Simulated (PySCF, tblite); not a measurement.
CH8O5SSi2.
Numbering: `[O:1]=[S:2](=[O:3])([OH:4])[CH2:5][O:6][SiH2:7][O:8][SiH3:9]` (hydrogens: H10 on O4; H11, H12 on C5; H13, H14 on Si7; H15, H16, H17 on Si9)

Structure used (GFN2-xTB), in Å, numbered top down from 1:
```
atom  x, y, z in Å
O1    -1.683   -1.266    1.341
S2    -2.338   -0.586    0.271
O3    -3.651   -1.016   -0.103
O4    -2.445    0.971    0.649
C5    -1.225   -0.551   -1.151
O6    -0.011   -0.157   -0.718
Si7    0.535   -0.277    0.831
O8     2.008    0.362    0.631
Si9    3.304    0.815   -0.219
H10   -3.340    1.295    0.517
H11   -1.231   -1.571   -1.550
H12   -1.648    0.147   -1.877
H13    0.789   -1.659    1.206
H14   -0.064    0.673    1.751
H15    2.896    1.646   -1.351
H16    3.999   -0.385   -0.687
H17    4.098    1.570    0.749
```

The calculation used PBE0/pcSseg-1 in PySCF (dipole) on a GFN2-xTB geometry, gas phase.

Take the most abundant isotopes and a rigid rotor. The values belong to one conformer with, in the numbering `[O:1]=[S:2](=[O:3])([OH:4])[CH2:5][O:6][SiH2:7][O:8][SiH3:9]`, O1–S2–O4–H -131°, O1–S2–C5–O6 -47°, S2–C5–O6–Si7 23°, C5–O6–Si7–O8 180°, O6–Si7–O8–Si9 -20°.

**Question.** Give the principal moments of inertia and the rotational constants in cm⁻¹.

**Answer.** Ia = 158.63, Ib = 1061.53, Ic = 1091.63 u·Å²; 505379 MHz·u·Å²/I gives 3186, 476.1 and 463.0 MHz, that is A = 0.10627, B = 0.01588, C = 0.01544 cm⁻¹.

**Question.** What kind of rotor is it?

**Answer.** A near-prolate asymmetric top: κ = (2 × 476.1 − 3186 − 463.0)/(3186 − 463.0) = -0.99.

**Question.** Is it planar, by Δ = Ic − Ia − Ib?

**Answer.** Not planar: Δ = Ic − Ia − Ib = -128.53 u·Å². For a rigid frame Δ = −2 Σ m c², so Σ m c² = 64.27 u·Å² lies off the ab plane: 12.80 from hydrogen and 51.47 from heavier atoms. The atom farthest from that plane is 2.02 Å away.

**Question.** Give the other two planar moments, Paa and Pbb, and the rms extents of the mass along the axes.

**Answer.** Paa = Σ m a² = (Ib + Ic − Ia)/2 = 997.26 and Pbb = Σ m b² = (Ia + Ic − Ib)/2 = 94.37 u·Å². With the mass M = 187.96 u, the rms extents √(P/M) along a, b and c are 2.30, 0.71, 0.58 Å.

**Question.** Where do the levels up to J = 4 lie, in K?

**Answer.** Above 0(0,0), as E/k:
J = 1: 1(0,1) 0.045, 1(1,1) 0.175, 1(1,0) 0.176
J = 2: 2(0,2) 0.135, 2(1,2) 0.265, 2(1,1) 0.267, 2(2,1) 0.657, 2(2,0) 0.657
J = 3: 3(0,3) 0.270, 3(1,3) 0.399, 3(1,2) 0.403, 3(2,2) 0.792, 3(2,1) 0.792, 3(3,1) 1.444, 3(3,0) 1.444
J = 4: 4(0,4) 0.451, 4(1,4) 0.578, 4(1,3) 0.584, 4(2,3) 0.972, 4(2,2) 0.972, 4(3,2) 1.624, 4(3,1) 1.624, 4(4,1) 2.536, 4(4,0) 2.536

**Question.** Which lines would a microwave search look for?

**Answer.** The dipole components are |μa| = 1.09 D, |μb| = 2.71 D, |μc| = 1.26 D. The squared components, which scale the intensities, stand as 0.16 : 1.00 : 0.22 (a : b : c). Some lines, for components of 0.1 D or more:

```csv
type,branch,"J(Ka,Kc)",MHz,lower level (cm⁻¹)
a,R,"1(0,1) ← 0(0,0)",939,0.000
b,R,"4(0,4) ← 3(1,3)",1079,0.277
c,Q,"5(1,5) ← 5(0,5)",2619,0.470
b,Q,"2(1,1) ← 2(0,2)",2736,0.094
a,R,"3(2,2) ← 2(2,1)",2817,0.456
b,R,"1(1,1) ← 0(0,0)",3649,0.000
a,R,"5(1,5) ← 4(1,4)",4662,0.402
a,R,"5(3,2) ← 4(3,1)",4695,1.129
c,R,"4(1,3) ← 3(0,3)",6538,0.188
b,Q,"4(2,2) ← 4(1,3)",8084,0.406
c,Q,"2(2,1) ← 2(1,1)",8129,0.185
b,R,"2(2,0) ← 1(1,1)",10034,0.122
b,R,"3(2,1) ← 2(1,2)",10986,0.184
b,Q,"3(3,1) ← 3(2,2)",13582,0.550
b,R,"4(3,1) ← 3(2,2)",17338,0.550
b,R,"5(3,3) ← 4(2,2)",18276,0.676
b,R,"5(3,2) ← 4(2,3)",18277,0.676
b,R,"5(4,1) ← 4(3,2)",23709,1.129
b,Q,"5(5,1) ← 5(4,2)",24447,1.920
```

**Question.** Estimate the classical rotational partition function at 50 K, 200 K and 500 K.

**Answer.** Point group C1, symmetry number σ = 1; q = (√π/σ)·√((kT/h)³/(ABC)), k/h = 20836.6 MHz/K: 71100 at 50 K, 569000 at 200 K, 2250000 at 500 K.

Its lowest GFN2-xTB frequency is 18i cm⁻¹, too small to tell a flat minimum from a shallow saddle. No vibrational averaging or centrifugal distortion is included, and the geometry carries the error of its method. A rigid rotor knows nothing of internal rotation, which can split or shift real lines.

The run took 78 s wall on Arm Neoverse N1, one thread, on a shared host, and the process peaked at 0.90 GiB of memory. This is the PBE0/pcSseg-1 job that gave the dipole, with the shieldings it also computed.
